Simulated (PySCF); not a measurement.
PySCF input file for Si(Me)(OH)3 (CH₆O₃Si), SMILES O[Si](O)(C)O, PBE0/pcSseg-1. The structure is a stationary point at B3LYP-D3(BJ)/def2-SVP. The geometry has at least one imaginary mode, so it is a saddle point at that level. One conformer was computed; it need not be the lowest.

```python
import numpy as np
from pyscf import gto, scf, dft
from pyscf.prop.nmr import rks as nmr

mol = gto.M(
    atom='''
    C     0.00000000   -0.00000000   -1.84490894
    Si   -0.00000000    0.00000000    0.00704824
    O    -1.54449495   -0.24266085    0.58483671
    O     0.56209702    1.45890229    0.58483671
    O     0.98239793   -1.21624144    0.58483671
    H    -0.77705532    0.67653700   -2.23388564
    H     0.97442589    0.33468114   -2.23388564
    H    -0.19737057   -1.01121816   -2.23388563
    H    -1.63505322   -0.96937814    1.21211805
    H    -0.02197948    1.90068670    1.21211803
    H     1.65703271   -0.93130855    1.21211804
    ''',
    basis='pcSseg-1',
    charge=0,
    spin=0,
    max_memory=1600,
    verbose=3,
)
mf = dft.RKS(mol, xc='pbe0')
mf.grids.level = 3
mf.conv_tol = 1e-10
mf.max_cycle = 100
mf.kernel()
n = nmr.NMR(mf)
n.verbose = 2
n.max_cycle_cphf = 60
sigma = n.kernel()
print('atom   isotropic/ppm   span/ppm')
for i, s in enumerate(sigma):
    w = np.linalg.eigvalsh((s + s.T) / 2)
    print(f'{mol.atom_symbol(i):2s}{i + 1:3d} {w.mean():14.3f} {w[2] - w[0]:11.3f}')
```

It prints:

```
converged SCF energy = -556.595379622304
atom   isotropic/ppm   span/ppm
C   1        187.977       7.806
Si  2        372.053      60.811
O   3        270.989      75.210
O   4        270.988      75.212
O   5        270.988      75.210
H   6         31.083      11.234
H   7         31.083      11.234
H   8         31.083      11.234
H   9         29.513      20.371
H  10         29.513      20.371
H  11         29.513      20.371
```

The calculation finished and met its thresholds.
